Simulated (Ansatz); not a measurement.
`F[SiH2][Si](Cl)(Cl)Cl` + H₂Se → `Cl[Si](Cl)(Cl)[SeH]` + `F[SiH3]` at 400 K and 1 bar (cleavage of the Si–Si bond).

Program: Ansatz. Geometries: PBE0-D4/def2-TZVP. ΔE: electronic, gas phase. CCSD(T)/CBS is the MP2 limit (def2-TZVPP, def2-QZVPP) plus CCSD(T) − MP2 in def2-TZVPP, frozen cores. This one scheme is used for every species. For Se outer-core shells are correlated without core-valence functions, which leaves a few kJ/mol of doubt a bond. Scalar relativity is left out up to krypton. Each species was taken in one conformer, which may not be the lowest.

```tsv
species	CCSD(T)/CBS energy (Eh)	H − E (kJ/mol)	S (J/(mol·K))
`F[SiH2][Si](Cl)(Cl)Cl`	-2058.70441	107.9	447.2
H₂Se	-2401.89790	49.4	229.5
`Cl[Si](Cl)(Cl)[SeH]`	-4069.90520	70.4	411.4
`F[SiH3]`	-390.72345	88.0	253.8
```

H − E and S are ideal-gas, rigid-rotor, harmonic terms from PBE0-D4/def2-TZVP, for one conformer and one mirror image of each species. 1 Eh = 2625.50 kJ/mol, R = 8.31446 J/(mol·K).

Problem. By hand: ΔE, ΔH, ΔS and ΔG.

Solution. ΔE = (-4069.90520) + (-390.72345) − (-2058.70441) − (-2401.89790) = -0.02634 Eh = -69.2 kJ/mol. Δ(H − E) = 70.4 + 88.0 − 107.9 − 49.4 = 1.1, so ΔH = -68.1 kJ/mol. ΔS = 411.4 + 253.8 − 447.2 − 229.5 = -11.5 J/(mol·K). ΔG = -68.1 − 400 × (-11.5)/1000 = -63.5 kJ/mol.

Problem. By hand: the equilibrium constant, and the temperature at which ΔG would vanish if ΔH and ΔS stayed fixed.

Solution. log₁₀ K = −ΔG/(RT ln 10) = 8.3. ΔG = 0 at ΔH/ΔS = 5922 K, far beyond where these terms or the molecules hold.

The number of gas molecules stays the same, so ΔS is small and ΔH decides. A doubt of 5 kJ/mol in ΔE shifts log₁₀ K by 0.7 here. Other conformers and mirror images would add mixing entropy, several J/(mol·K) or more a flexible species. Modes under 60 cm⁻¹, often nearly free rotors, make the harmonic entropy too high. These are equilibria of isolated gas molecules and say nothing of rates. Largest T1 diagnostic: 0.011 (customary marks: 0.02 for closed shells, 0.045 for open ones).
